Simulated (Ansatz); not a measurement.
`C[N](C)[Zr]([OH])([N](C)C)[N](C)C` + `Ic1cccc2ccccc12` → `C[N](C)[Zr]([I])([N](C)C)[N](C)C` + `Oc1cccc2ccccc12`  (formal exchange of groups at a Zr–O bond)

Gas-phase electronic energies from Ansatz, PBE0-D4/def2-TZVP geometries. CCSD(T)/CBS adds triple-zeta CCSD(T) − MP2 to the extrapolated MP2 energy (def2 sets, frozen cores). Functionals use def2-TZVPP. def2 core potentials past Kr. For I, Zr outer-core shells are correlated without core-valence functions, which leaves a few kJ/mol of doubt a bond. Each species was taken in one conformer, which may not be the lowest.

| level | ΔE (kJ/mol) |
| --- | --- |
| revPBE-D4 | -47.7 |
| r2SCAN0 | -67.5 |

**Question.** What does CCSD(T)/CBS give? (Best estimate.)

**Answer.** Ansatz gave: -47.0 kJ/mol. The listed levels differ from it by -0.7, -20.5 kJ/mol.

Largest T1 diagnostic among the species: 0.015.

Leaving LDA and LC-ωPBE aside and taking each functional with its dispersion term where it has one, the values, not all of them listed here, spread over 30.0 kJ/mol, from r2SCAN0-D4 to BLYP-D4. LDA lies −15.5 kJ/mol from PBE without D4. From PBE to PBE0 (25 % exact exchange), in def2-TZVPP and without D4, ΔE moves by −8.1 kJ/mol.
